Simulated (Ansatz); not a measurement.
Mulliken charges of `[NH2][GaH][CH2]F` from r2SCAN/def2-TZVPP in Ansatz (PBE0-D4/def2-TZVP geometry).

| atom | x (Å) | y (Å) | z (Å) | charge (e) |
| --- | --- | --- | --- | --- |
| N1 | -0.656 | 1.643 | -0.354 | -0.451 |
| Ga2 | 0.623 | 0.354 | -0.307 | 0.313 |
| C3 | 0.073 | -1.403 | 0.447 | 0.004 |
| F4 | 1.129 | -2.311 | 0.432 | -0.252 |
| H5 | -1.602 | 1.530 | -0.031 | 0.156 |
| H6 | -0.496 | 2.570 | -0.711 | 0.164 |
| H7 | 2.038 | 0.714 | -0.853 | -0.054 |
| H8 | -0.754 | -1.840 | -0.123 | 0.061 |
| H9 | -0.268 | -1.302 | 1.483 | 0.061 |

Question: By hand: the dipole of these point charges (1 e Å = 4.8032 D).

Answer: Σ q r = (-0.297, 0.377, -0.036) e Å, of length 0.481 e Å = 2.31 D.

Question: How does the dipole of the full density compare? (An estimate is asked.)

Answer: Computed: (-0.411, 0.330, 0.013) e Å, 2.53 D; the point charges give 0.91 times that, at 14° from its direction.

Point charges leave out the atoms' own dipoles, such as those of lone pairs, and Mulliken's split depends on the basis, so the close match here is no proof of good charges.
